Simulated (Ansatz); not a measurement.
The same path of BFH2O2 + H (7 atoms, charge 0, multiplicity 2) was run twice with different band settings. Lost on the way: B1–F2. Made: F2–H7.

These are results of UKS CAM-B3LYP/def2-SVP (Ansatz), not measurements.

Relaxed end points:

```xyz
7
Properties=species:S:1:pos:R:3
B 0.057 -0.088 -0.093
F -0.183 0.599 1.023
O 1.337 -0.214 -0.496
H 1.420 -0.723 -1.310
O -0.967 -0.638 -0.790
H -1.830 -0.481 -0.392
H -0.043 -0.253 3.653
```

```xyz
7
Properties=species:S:1:pos:R:3
B -0.181 -0.546 -0.855
F 0.534 0.407 2.644
O 0.766 -0.288 0.083
H 1.675 -0.343 -0.233
O -1.475 -0.498 -0.531
H -2.080 -0.692 -1.255
H 0.550 0.160 1.742
```

Common settings: movable images 7; climbing image yes; spring 5.0 eV/Å²; optimiser quadratic models (default); start path through a guess of the saddle point; iteration limit 60; end points relaxed.

| run | force threshold |
| --- | --- |
| 1 | 0.05 eV/Å |
| 2 | 0.5 eV/Å |

Q: What does each run give, and how far can it be trusted?

A: Run 1: not converged after 60 iterations, highest image 2.782 eV above the first end. The band didn't meet its force threshold, so its energies are provisional: the largest band force was still 3.25 eV/Å, and over the last iterations the top moved between 2.37 and 2.78 eV. Neighbouring images lie up to 3.5 Å apart, so the band is torn or far too coarse.
Run 2: converged after 22 iterations, highest image 1.736 eV above the first end. The threshold of 0.5 eV/Å is loose, so the images may lie well off the minimum-energy path. The profile has 2 maxima (images 2, 4) with wells between them (image 3): this band takes more than one step, which may be the mechanism or a detour left from its start path. Neighbouring images differ by up to 1.6 eV, so the band resolves the path poorly. The order of the stationary point at the top wasn't checked.
